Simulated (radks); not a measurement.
Q: The mean radii <r> (bohr) of the occupied orbitals of an atom or ion are listed with their occupations. Calculated with a radial shooting solver on a logarithmic mesh with Libxc functionals: scalar-relativistic Kohn-Sham, exchange-only LDA, spin-polarised, spherical densities, point nucleus.

orbital  occ.      <r>
1s          2  0.02725
2s          2   0.1173
2p          6   0.1025
3s          2   0.3145
3p          6   0.3124
3d         10   0.2887
4s          2   0.7374
4p          6   0.7869
4d         10   0.8967

Name the element and its charge. Open shells, if any, are filled with parallel spins first.

A: Z = 53, iodine, charge +7: I7+ in [Kr] 4d10. The 1s radius gives Z: for a bare nucleus <r> = (2 gamma + 1)/(2Z) with gamma = sqrt(1 - (Z/c)^2), 0.02683 bohr for Z = 53, and screening makes it slightly larger (0.02725 here). The occupations add up to 46, and the charge is Z minus that.
